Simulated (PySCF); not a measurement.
C₆ coefficients of unlike pairs at PBE0

Calculated with PySCF 2.14 from the dipole response of each species, C₆(A,B) = (3/π) ∫ α_A(iu) α_B(iu) du, in atomic units, from isotropic polarisabilities. For ions this is the dispersion term alone; charge-induced terms of lower order in 1/R come first.

| species | configuration | basis | relativity | α (bohr³) | C₆ (like pair) |
| --- | --- | --- | --- | --- | --- |
| Ag²⁺ | [Kr] 4d9 (2D) | def2-QZVPPD with the def2 core potential (28 electrons) (7s5p4d4f2g) | core potential | 5.948 | 30.47 |
| Sn²⁺ | [Kr] 4d10 5s2 (1S) | aug-cc-pwCVTZ-PP with ECP28MDF (8s7p6d4f1g) | core potential | 15.38 | 86.40 |
| Fe⁺ | [Ar] 3d6 4s1 (6D) | aug-cc-pwCVTZ (10s9p7d4f3g) | none | 27.62 | 138.2 |
| Sc³⁺ | [Ar] (1S) | aug-cc-pVDZ (7s6p4d2f) | none | 2.123 | 5.422 |

Task: Estimate C₆ for Sc³⁺ with Ag²⁺.

Result: The integral gives 12.78. The combination rule 2 C_A C_B / (C_A α_B/α_A + C_B α_A/α_B) gives 12.68 and the geometric mean 12.85.

No spin-orbit coupling is included.

The other pairs:

```json
{"pair": "Sc³⁺, Fe⁺", "C₆": "21.10"}
{"pair": "Sn²⁺, Ag²⁺", "C₆": "48.50"}
{"pair": "Fe⁺, Ag²⁺", "C₆": "53.72"}
{"pair": "Sc³⁺, Sn²⁺", "C₆": "19.62"}
{"pair": "Fe⁺, Sn²⁺", "C₆": "104.8"}
```
